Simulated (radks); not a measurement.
Excited configurations of In XXXIX: one electron is placed in a higher orbital outside [Ne]. The ground configuration is [Ne] 3s1. Method: scalar-relativistic Kohn-Sham, LDA (Slater exchange, Perdew-Wang correlation), spin-polarised, spherical densities, point nucleus; open shells are filled with parallel spins first (spin-orbit coupling, left out, can overturn this in heavy ions); computed with a radial shooting solver on a logarithmic mesh with Libxc functionals. Excitation = E - E(ground); binding = E(ion) - E, where the ion is the core of charge +39; n* = 39/sqrt(2 binding) in atomic units. These energies are relativistic, and a one-electron ion of charge +39 with no core already has n* below n in this formula (scalar-relativistic equation, point nucleus: 3p 2.983, 3d 2.994, 4p 3.981, 4d 3.991, 4f 3.996, 5s 4.965, 5p 4.979, 6s 5.964, 7s 6.963, 7p 6.977). The quantum defect is therefore taken as that value minus n*, so that it holds no relativistic shift of the bare ion.

| outer orbital | excitation (eV) | binding (eV) | n* | quantum defect | <r> (bohr) |
|---|---|---|---|---|---|
| 3p | 122.45 | 2511.1 | 2.871 | 0.112 | 0.2927 |
| 3d | 262.65 | 2370.9 | 2.954 | 0.040 | 0.2576 |
| 4p | 1251.1 | 1382.4 | 3.869 | 0.112 | 0.5513 |
| 4d | 1304.9 | 1328.6 | 3.947 | 0.045 | 0.5221 |
| 4f | 1333.9 | 1299.6 | 3.990 | 0.006 | 0.4569 |
| 5s | 1734.7 | 898.82 | 4.798 | 0.166 | 0.8864 |
| 5p | 1759.9 | 873.68 | 4.867 | 0.112 | 0.8865 |
| 6s | 2017.5 | 616.05 | 5.796 | 0.168 | 1.293 |
| 7s | 2185.1 | 448.42 | 6.793 | 0.170 | 1.777 |
| 7p | 2194.0 | 439.49 | 6.862 | 0.115 | 1.787 |

The Delta-SCF ionisation energy is 2633.5 eV (NIST Atomic Spectra Database: 2628.8 eV, semi-empirical). Self-interaction in the functional shifts the binding energies and quantum defects, so they are the method's values and not measured ones.
